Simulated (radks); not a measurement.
All-electron atom: Eu in [Xe] 4f7 6s2 (the NIST ground configuration). All-electron calculation, non-relativistic Kohn-Sham, exchange-only PBE, spin-polarised, spherical densities, point nucleus; open shells are filled with parallel spins first (spin-orbit coupling, left out, can overturn this in heavy ions); relativity is left out, which matters for an element this heavy. Program: a radial shooting solver on a logarithmic mesh with Libxc functionals.

Radial electron density D(r) = 4 pi r^2 rho(r):

```
   r/bohr * D(r) (the largest magnitude, 108, reaches the edge; | marks zero)
0.0009338 |*
 0.001087 |*
 0.001276 | *
 0.001497 | *
 0.001743 |  *
 0.002045 |   *
 0.002381 |    *
 0.002794 |     *
 0.003279 |       *
 0.003817 |         *
  0.00448 |            *
 0.005257 |               *
  0.00612 |                   *
 0.007182 |                       *
 0.008428 |                           *
 0.009811 |                               *
  0.01151 |                                   *
   0.0134 |                                      *
  0.01573 |                                       *
  0.01846 |                                        *
  0.02149 |                                       *
  0.02522 |                                     *
  0.02959 |                                    *
  0.03445 |                                    *
  0.04043 |                                      *
  0.04744 |                                          *
  0.05523 |                                                *
  0.06481 |                                                     *
  0.07546 |                                                      *
  0.08855 |                                                   *
   0.1039 |                                              *
    0.121 |                                          *
    0.142 |                                          *
   0.1666 |                                             *
   0.1939 |                                                *
   0.2276 |                                             *
   0.2649 |                                    *
   0.3109 |                          *
   0.3649 |                    *
   0.4248 |                    *
   0.4985 |                       *
    0.585 |                       *
    0.681 |                   *
   0.7991 |             *
   0.9378 |        *
    1.092 |      *
    1.281 |    *
    1.492 |   *
     1.75 |  *
    2.054 | *
    2.391 |*
    2.806 |*
    3.293 *
    3.834 *
    4.499 *
    5.279 *
    6.146 *
    7.212 *
    8.396 *
    9.853 *
    11.56 *
    13.46 *
     15.8 *
```

D(r) has 4 maxima, at r = 0.0177, 0.0743, 0.197, 0.540 bohr, and minima at 0.0321, 0.133, 0.389 bohr, inside which lie 1.97, 11.43, 29.41 electrons.
